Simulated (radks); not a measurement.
Removal energies from neutral rhenium, [Xe] 4f14 5d(3/2: 4, 5/2: 1) 6s2, by Delta-SCF beside the eigenvalue of the level emptied. Method: Dirac Kohn-Sham, BLYP, spin-unpolarised, spherical densities, finite nucleus; Fermi nuclear charge, rms radius of each element as measured or else 0.836 A^(1/3) + 0.57 fm; computed with a radial shooting solver on a logarithmic mesh with Libxc functionals. Sub-shells are occupied by j as written (lower j first in brackets).

removed from                             final configuration  Delta-SCF (eV)  -eigenvalue (eV)
6s1/2                       [Xe] 4f14 5d(3/2: 4, 5/2: 1) 6s1           9.101             5.761
5d5/2                       [Xe] 4f14 5d(3/2: 4, 5/2: 0) 6s2           9.191             4.664
5d3/2                       [Xe] 4f14 5d(3/2: 3, 5/2: 1) 6s2          10.176             5.530
4f7/2         [Xe] 4f(5/2: 6, 7/2: 7) 5d(3/2: 4, 5/2: 1) 6s2          50.350            40.378
